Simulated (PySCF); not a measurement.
Computed IR spectrum (relative IR intensity) of a molecule C3H8BN. Geometry: PBE-D3(BJ)/def2-SVP. The values are those of a single conformer. These are PBE-D3(BJ)/def2-SVP run with PySCF 2.14.0 values and carry that method's errors. No scaling factor is applied to the harmonic values.

Lines under 2 % of the strongest are left out, and lines within 2 cm⁻¹ are merged.

| ν (cm⁻¹) | relative intensity |
|---|---|
| 295 | 2.5 |
| 338 | 5.2 |
| 461 | 7.6 |
| 524 | 100 |
| 668 | 7.1 |
| 817 | 2.1 |
| 862 | 11 |
| 931 | 22 |
| 994 | 6.5 |
| 1019 | 6.4 |
| 1145 | 50 |
| 1252 | 2.5 |
| 1275 | 44 |
| 1337 | 49 |
| 1382 | 11 |
| 1388 | 13 |
| 1412 | 4.4 |
| 1547 | 99 |
| 1634 | 13 |
| 2959 | 4.5 |
| 3036 | 5.7 |
| 3038 | 22 |
| 3049 | 5.4 |
| 3056 | 20 |
| 3128 | 16 |
| 3503 | 12 |
| 3607 | 11 |

Question: Identify the compound among the candidates.
A. C=CB(C)N
B. BC.CC#N
C. NB1CCC1

Answer: A, C=CB(C)N
